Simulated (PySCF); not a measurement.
Calculation: PBE-D3(BJ)/def2-TZVP // PBE0-D3(BJ)/def2-TZVP (PySCF 2.14.0). Isolated molecules, 0 K electronic values unless said otherwise. 

Reference species (SMILES): `O=c1cn1` (neutral, multiplicity 1).

```json
{
  "HOMO–LUMO gap": "2.78 eV",
  "HOMO": "-6.12 eV",
  "LUMO": "-3.34 eV",
  "dipole_moment": "3.39 D"
}
```

Changed species: `N#CC=O`.

What does the change do to the HOMO–LUMO gap, HOMO, LUMO and dipole moment?

the HOMO–LUMO gap increases by 0.52 eV, to 3.30 eV; the HOMO decreases by 1.33 eV, to -7.45 eV; the LUMO decreases by 0.81 eV, to -4.15 eV; the dipole moment decreases by 1.09 D, to 2.30 D.
